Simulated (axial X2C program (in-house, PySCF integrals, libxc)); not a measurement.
# Curves of PdF from open-shell CI on d8 s1 p(π)0

Calculated with an in-house all-electron X2C program for linear molecules (integrals from PySCF): two-component X2C with atomic mean-field Coulomb and Gaunt terms, basis Pd dyall-v4z, F dyall-v4z (cores contracted in-house). Orbitals come from Hartree–Fock averaged over the configuration Pd d8 s1 p(π)0; CI then distributes these electrons over the d, s, p(π) shells of Pd.

Scan along the bond; masses Pd 105.903 u, F 18.998 u. Energies in cm⁻¹ from the lowest point; levels are followed by energy order within each Ω. Lowest level at 1.978 Å: 89% d9 + 7% d8 s1.

```
R (Å)  (1)Ω=1/2  (1)Ω=5/2  (1)Ω=3/2  (2)Ω=5/2  (2)Ω=3/2  (2)Ω=1/2  (1)Ω=7/2  (3)Ω=1/2  (3)Ω=5/2
1.840      1024      1664      1909      1997      1997      2387      2744      3614      4239
1.909       165       755       977      1028      1057      1401      1559      2697      3191
1.978         0       683       809       939      1011      1316      1366      2665      3104
2.057       423      1256      1246      1618      1721      1990      1986      3363      3808
2.136      1311      2258      2122      2871      2975      3209      3199      4509      5075
2.225      2671      3690      3433      4701      4788      4983      5002      5970      6913
2.334      4631      5673      5306      7257      7317      7464      7542      7910      9474
```

Question: Fit the curves (1)Ω=1/2, (1)Ω=5/2, (1)Ω=3/2, (2)Ω=5/2, (2)Ω=3/2, (2)Ω=1/2, (1)Ω=7/2, (3)Ω=5/2 near their minima.

Answer: From the open-shell CI curves, Te from the lowest:

```json
{"level": "(1)Ω=1/2", "Te (cm⁻¹)": "0", "Re (Å)": "1.963", "ωe (cm⁻¹)": "487.1"}
{"level": "(1)Ω=5/2", "Te (cm⁻¹)": "646", "Re (Å)": "1.950", "ωe (cm⁻¹)": "529.6"}
{"level": "(1)Ω=3/2", "Te (cm⁻¹)": "808", "Re (Å)": "1.962", "ωe (cm⁻¹)": "497.7"}
{"level": "(2)Ω=5/2", "Te (cm⁻¹)": "898", "Re (Å)": "1.951", "ωe (cm⁻¹)": "566.8"}
{"level": "(2)Ω=3/2", "Te (cm⁻¹)": "953", "Re (Å)": "1.947", "ωe (cm⁻¹)": "568.2"}
{"level": "(2)Ω=1/2", "Te (cm⁻¹)": "1273", "Re (Å)": "1.950", "ωe (cm⁻¹)": "566.2"}
{"level": "(1)Ω=7/2", "Te (cm⁻¹)": "1352", "Re (Å)": "1.959", "ωe (cm⁻¹)": "578.1"}
{"level": "(3)Ω=5/2", "Te (cm⁻¹)": "3058", "Re (Å)": "1.950", "ωe (cm⁻¹)": "579.9"}
```

Without dynamic correlation distances can be off by several hundredths of an Å (long for ionic bonds, short for multiple bonds) and the wavenumbers are rough.

The 9 lowest curves are shown; the next is (4)Ω=1/2, from 3494 cm⁻¹.

Dynamic correlation is missing, so gaps between terms are too wide and other configurations may lie lower; the lowest level listed is that of this model, not necessarily the ground state. The lowest levels belong to d9, not to the averaged configuration, so orbitals and distance suit them less well. For d shells the ligand-field splittings (σ, π, δ) and their order can be off by a thousand cm⁻¹ or more. At most 4 roots were kept for each Ω > 0 (twice that for Ω = 0) within 3.2 eV of the lowest, so higher up levels can be missing between those listed; levels with Ω > 0 are doubly degenerate and listed once, Ω = 0 levels singly. States that fill the shells left empty in the average are placed too high.
